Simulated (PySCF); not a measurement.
# How methods differ on the ionisation energy of Eu⁵⁷⁺

Eu⁵⁷⁺ [He] 2s2 2p2 (3P) → Eu⁵⁸⁺ [He] 2s2 2p1 (2P), as a difference of total energies. All numbers are calculated (PySCF 2.14, the spin-free X2C one-electron Hamiltonian (Gaussian nucleus), in an uncontracted even-tempered set (19 s from 33 bohr⁻², ratio 2.2; 12 p from 43 bohr⁻², ratio 2.2; 5 d from 160 bohr⁻², ratio 2.4; 5 f from 240 bohr⁻², ratio 2.4; 4 g from 360 bohr⁻², ratio 2.4)). Correlated levels: nothing frozen; virtual orbitals above 40 to 60 times the deepest correlated orbital energy dropped. The calculations carry no spin-orbit coupling.

```tsv
method	ionisation energy (eV)
UHF	12288.1
LDA	12281.3
PBE	12285.9
PBE0	12286.7
BP86	12287.7
M06-L	12290.2
SCS-MP2 (all electrons)	12287.4
```

Question: Estimate what r2SCAN gives.

Answer: 12291.3 eV, closest to M06-L among the rows shown.

Question: Estimate what MP2 (all electrons) gives.

Answer: 12287.9 eV, closest to BP86 among the rows shown.

Spin-orbit coupling is strong in these open shells (close to jj coupling). The scalar numbers leave it out and a first-order estimate fails, so it can dominate the gap to the real levels.

For this ion Breit and QED terms and the two-electron picture change, all absent here, outweigh the differences among the correlated methods.

For comparison: 12718 ± 6 eV (theoretical estimate listed by NIST; NIST Atomic Spectra Database, ionization energies).
